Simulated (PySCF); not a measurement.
Species: C8H7O (doublet state).
Numbering: `[H]/[C:1]=[CH:2]/[C:3]([CH:4]=[O:5])=[CH:6]/[C:7]#[C:8][CH3:9]` (hydrogens: H10 on C1; H11 on C2; H12 on C4; H13 on C6; H14, H15, H16 on C9)

Cartesian coordinates in Å at the GFN2-xTB level; atoms count from 1:
```
atom  x, y, z in Å
C1    -3.038   -1.551   -0.936
C2    -2.706   -0.567   -0.157
C3    -1.351   -0.079    0.091
C4    -1.227    1.046    1.014
O5    -2.151    1.586    1.575
C6    -0.257   -0.629   -0.495
C7     1.058   -0.206   -0.298
C8     2.211    0.123   -0.159
C9     3.583    0.527    0.017
H10   -3.921   -2.055   -1.252
H11   -3.449    0.012    0.412
H12   -0.184    1.383    1.171
H13   -0.396   -1.464   -1.173
H14    4.019    0.789   -0.948
H15    3.643    1.389    0.680
H16    4.158   -0.294    0.447
```

The hyperfine couplings belong to this conformer and change with its torsions.

Computed with UKS B3LYP, pcH-1 on C H O, non-relativistic, mean-field spin-orbit, GIAO (PySCF 2.14.0). The structure is a single GFN2-xTB conformer in the gas phase; no vibrational or solvent corrections. The geometry wasn't refined by DFT: couplings that depend on bond lengths, twists or pyramidal angles can differ widely from those at the functional's own minimum. No stability test was run, so a lower SCF solution isn't excluded.

Problem. Where do the isotropic ENDOR lines of H11, H10, H12, H13 and H14/H15/H16 fall at 3367.3 mT, to first order?

Solution. For S = 1/2 in fast tumbling each set of equivalent nuclei gives two lines, ν± = |νn ± a/2| to first order, with νn = g_N μN B/h and μN/h = 7.62259 MHz/T.

```
     nuclei  isotope     g_N  νn (MHz)  a_iso (MHz)  lower line (MHz)  upper line (MHz)
        H11       1H  5.5857    143.37       190.88             47.93            238.81
        H10       1H  5.5857    143.37        40.39            123.17            163.57
        H12       1H  5.5857    143.37         7.29            139.73            147.02
        H13       1H  5.5857    143.37         2.26            142.24            144.50
H14/H15/H16       1H  5.5857    143.37        -2.20            142.27            144.47
```

Problem. Which pairs are centred on the nuclear Larmor frequency, and which on half the coupling?

Solution. Centred on νn, since |a| < 2νn: H11, H10, H12, H13 and H14/H15/H16. No pair has |a| > 2νn.

Means are taken over nuclei equivalent by connectivity, which assumes that they swap fast.
